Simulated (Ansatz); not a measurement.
`[OH][InH][ZnH]` + `OCS` → `[OH][InH][SH]` + `O[CH2][ZnH]`  (formal exchange of groups at the In–Zn bond)

Computed with Ansatz on PBE0-D4/def2-TZVP structures; ΔE is electronic, products minus reactants. CBS: MP2 limit from def2 TZ/QZ plus the TZ coupled-cluster correction, frozen cores. DFT in def2-TZVPP. Elements past krypton have def2 core potentials. For In, Zn outer-core shells are correlated without core-valence functions, which leaves a few kJ/mol of doubt a bond. Scalar relativity is left out up to krypton. One conformer a species, not always the lowest.

```tsv
species	r2SCAN-D4 energy (Eh)
`[OH][InH][ZnH]`	-2046.61589
`OCS`	-513.88526
`[OH][InH][SH]`	-665.45378
`O[CH2][ZnH]`	-1895.05956
```

(1) Work out ΔE.

Largest T1 diagnostic among the species: 0.017.

Results:

(1) ΔE = (-665.45378) + (-1895.05956) − (-2046.61589) − (-513.88526) = -0.01219 Eh = -32.0 kJ/mol. CCSD(T)/CBS gives -27.2 kJ/mol.

In def2-TZVPP, CCSD(T) changes the Hartree–Fock value by −19.2 kJ/mol (the triples alone add −3.2 kJ/mol) and MP2 by −24.3 kJ/mol. From PBE to PBE0 (25 % exact exchange), in def2-TZVPP and without D4, ΔE moves by +3.1 kJ/mol.
